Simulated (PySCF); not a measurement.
Compound: C4H9NOS.
Numbering: `[CH3:1][N:2]([CH3:3])[C:4](=[S:5])[CH2:6][OH:7]` (hydrogens: H8, H9, H10 on C1; H11, H12, H13 on C3; H14, H15 on C6; H16 on O7)

Structure used (GFN2-xTB), in Å, numbered top down from 1:
```
atom  x, y, z in Å
C1    -1.0560    0.8642   -0.6268
N2    -0.6013   -0.2279    0.2026
C3    -1.6140   -1.1662    0.6240
C4     0.6740   -0.3520    0.5860
S5     1.2267   -1.5921    1.5268
C6     1.6576    0.6942    0.1123
O7     2.9319    0.5402    0.6417
H8    -1.0203    1.8137   -0.0853
H9    -0.4443    0.9558   -1.5258
H10   -2.0840    0.6726   -0.9256
H11   -2.0040   -1.7137   -0.2366
H12   -1.1758   -1.8739    1.3247
H13   -2.4319   -0.6355    1.1137
H14    1.7113    0.6438   -0.9897
H15    1.2838    1.6928    0.3829
H16    2.9388   -0.3070    1.1312
```

Method: TDDFT CAM-B3LYP/def2-SVPD, vertical, gas phase, core orbitals frozen in the response in PySCF 2.14.0, density-fitted response routines.

Task: What does the calculation give for the low-lying excited states?

Result: 

```tsv
state	E (eV)	E (kJ/mol)	λ (nm)	f	main configurations (H = HOMO, L = LUMO)
S1	3.93	379	315.7	0.0001	H→L (98%)
S2	5.19	501	238.9	0.267	H-1→L (95%)
S3	6.11	590	202.8	0.053	H-1→L+1 (70%), H→L+1 (17%)
S4	6.16	594	201.3	0.030	H→L+1 (50%), H-1→L+1 (19%), H→L+2 (16%)
S5	6.25	603	198.5	0.052	H-2→L (89%)
S6	6.67	644	185.9	0.019	H→L+2 (50%), H→L+4 (30%), H→L+1 (9%)
S7	6.94	669	178.8	0.011	H-1→L+2 (81%)
S8	7.22	696	171.8	0.014	H→L+3 (41%), H→L+6 (13%), H→L+4 (12%)
```

Triplets, Tamm–Dancoff:

```json
{"state": "T1", "E (eV)": "3.41", "λ (nm)": "363.9", "main configurations (H = HOMO, L = LUMO)": "H-1→L (93%)"}
{"state": "T2", "E (eV)": "3.65", "λ (nm)": "339.4", "main configurations (H = HOMO, L = LUMO)": "H→L (94%)"}
{"state": "T3", "E (eV)": "5.84", "λ (nm)": "212.4", "main configurations (H = HOMO, L = LUMO)": "H-2→L (73%), H-4→L (22%)"}
```

The lowest singlet comes at 316 nm (379 kJ/mol) in the ultraviolet; it is dark (f under 0.0005); its leading configuration is HOMO→LUMO (98%). The strongest level in the table is S2 at 5.19 eV (239 nm, f = 0.267). S1 has the pattern of n→π* at C=S. The listed states span 3.29 eV, and the widest gap between neighbours is 1.26 eV (S1 to S2). Weighted by f, the mean energy of these states is 5.66 eV. The oscillator strengths of these states sum to 0.447; summed over the whole spectrum of an exact calculation they would give the number of electrons, 64 (Thomas–Reiche–Kuhn). No computed singlet lies in the visible range (380 to 750 nm); the lowest, at 316 nm, stands 0.66 eV above its violet end (3.26 eV). The window holds the lowest 8 singlets.

Time: 82 s; peak memory 1.0 GiB. Hardware: one thread, Arm Neoverse N1 (aarch64), on a shared host.

One conformer stands for the species.
